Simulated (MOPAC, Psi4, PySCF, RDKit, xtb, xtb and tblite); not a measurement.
Two geometries of SMILES C(CC(C)C)SC (C6H14S), relaxed at GFN2-xTB with one dihedral held; other torsions can differ between them too.

Structure A

```
21

C      1.4220    -0.0548     3.8089
S      0.4565     1.1970     2.9166
C      0.8795     0.7488     1.1927
C     -0.2101    -0.0757     0.5233
C     -1.5389     0.6723     0.3726
C     -1.4540     1.7629    -0.6919
C     -2.6528    -0.3119     0.0221
H      1.2236     0.0923     4.8653
H      2.4799     0.0887     3.6065
H      1.1026    -1.0486     3.5076
H      1.8228     0.2062     1.2280
H      1.0359     1.6904     0.6685
H     -0.3787    -0.9776     1.1179
H      0.1463    -0.3897    -0.4620
H     -1.7733     1.1398     1.3353
H     -0.7096     2.5108    -0.4321
H     -1.1923     1.3332    -1.6573
H     -2.4131     2.2660    -0.7898
H     -2.4341    -0.8128    -0.9192
H     -2.7597    -1.0675     0.7973
H     -3.6021     0.2086    -0.0794
```

Structure B

```
21

C      2.3987     2.7886    -0.0810
S      0.9935     2.5427     1.0412
C      0.9401     0.7079     1.0654
C      0.6463     0.1819     2.4613
C     -0.7100     0.6297     3.0165
C     -1.8714    -0.0036     2.2549
C     -0.8036     0.2760     4.4991
H      2.5179     3.8604    -0.1994
H      2.1840     2.3314    -1.0431
H      3.2968     2.3618     0.3576
H      1.9188     0.3650     0.7317
H      0.1860     0.3870     0.3472
H      1.4326     0.5336     3.1332
H      0.6875    -0.9109     2.4368
H     -0.7724     1.7186     2.9101
H     -1.8778     0.3097     1.2145
H     -1.8036    -1.0895     2.2916
H     -2.8178     0.2957     2.6991
H     -0.7262    -0.8009     4.6371
H     -0.0041     0.7534     5.0609
H     -1.7543     0.6066     4.9102
```

**Question.** Which is lower in energy at the level PBE0-D3(BJ)/def2-SVP // GFN2-xTB (Psi4), and by how much?

**Answer.** A is lower, by 0.46 kcal/mol (dihedral C1–S2–C3–C4: 100° in A, 140° in B).

E(B) − E(A) in kcal/mol at the other levels, on the same two geometries: GFN2-xTB (xtb and tblite) 0.68; MMFF94 // GFN2-xTB (RDKit) 0.57; PBE0/def2-SVP // GFN2-xTB (Psi4) 0.37; PBE/def2-SVP // GFN2-xTB (Psi4) 0.44; PBE-D3(BJ)/def2-SVP // GFN2-xTB (Psi4) 0.54; UFF // GFN2-xTB (RDKit) 0.03; PM6, restricted, heats of formation // GFN2-xTB (MOPAC) 0.47; PM7, restricted, heats of formation // GFN2-xTB (MOPAC) 0.69; GFN1-xTB // GFN2-xTB (xtb) 0.79; restricted B3LYP/6-31G*, spherical d, density fitting // GFN2-xTB (PySCF) -0.08; restricted M06-2X/6-31G*, spherical d, density fitting // GFN2-xTB (PySCF) -0.04; restricted BP86/6-31G*, spherical d, density fitting // GFN2-xTB (PySCF) -0.02; restricted B3LYP/6-311+G**, spherical d, density fitting // GFN2-xTB (PySCF) -0.03.
